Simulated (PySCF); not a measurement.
Consider `[O]CC1=CCCC1` (C6H9O•, doublet). Optimised structure (Å), atoms numbered from 1:
```
O     2.7048    1.1006   -1.0827
C     2.1518    0.4713   -0.0747
C     0.6907    0.1715   -0.1192
C    -0.1606    0.4981   -1.0978
C    -1.5466    0.0224   -0.8212
C    -1.4990   -0.3898    0.6600
C    -0.0073   -0.5956    0.9725
H     2.6964   -0.4899    0.1265
H     2.3699    1.0092    0.8871
H     0.1124    1.0222   -1.9963
H    -1.7762   -0.8305   -1.4676
H    -2.2956    0.7895   -1.0222
H    -2.0876   -1.2831    0.8595
H    -1.8945    0.4189    1.2753
H     0.2612   -0.2439    1.9692
H     0.2649   -1.6531    0.9089
```

Energies: ωB97X-D3(BJ)/ma-def2-SVP (PySCF, density fitting, integration grid level 2) on GFN2-xTB structures. Thermal corrections: GFN2-xTB frequencies, unscaled, ideal gas at 298.15 K and 1 bar, quasi-RRHO entropy.

What are the vertical and the adiabatic electron affinity for forming the singlet anion?

1.69 eV vertical and 1.84 eV adiabatic, the latter with zero-point energy.

What reduction potential follows in acetonitrile (IEF-PCM), on the absolute scale?

In the gas phase −ΔG of reduction is 1.829 eV, and solvation is -18.1 kJ/mol for the parent and -281.3 kJ/mol for the product, so the absolute potential is 4.56 V. The solvent is electrostatics only, on gas-phase structures; the absolute scale refers to an electron at rest in vacuum.

Note: ma-def2-SVP is a small basis, whose errors can reach tens of kJ/mol.
